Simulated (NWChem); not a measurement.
Molecule: SiCl$_{2}$F$_{2}$; SMILES F[Si](F)(Cl)Cl

All runs: NWChem. Geometry: optimised at PBE0/def2-SVP.

Task: Taking TPSS/def2-TZVPP as the yardstick, which of these has the fewest basis functions while keeping “dipole (D)” within 0.1 D of it: TPSS/def2-TZVP; TPSS/def2-SVP; TPSS/def2-SVPD?

Result: TPSS/def2-SVPD.
```json
[
 {"level": "TPSS/def2-SVP", "basis functions": "82", "dipole (D)": "0.56", "relative time (rough)": "1"},
 {"level": "TPSS/def2-SVPD", "basis functions": "124", "dipole (D)": "0.71", "relative time (rough)": "3"},
 {"level": "TPSS/def2-TZVP", "basis functions": "173", "dipole (D)": "0.72", "relative time (rough)": "4"},
 {"level": "TPSS/def2-TZVPP", "basis functions": "188", "dipole (D)": "0.72", "relative time (rough)": "4"}
]
```

The yardstick is one finite set, not the basis-set limit.
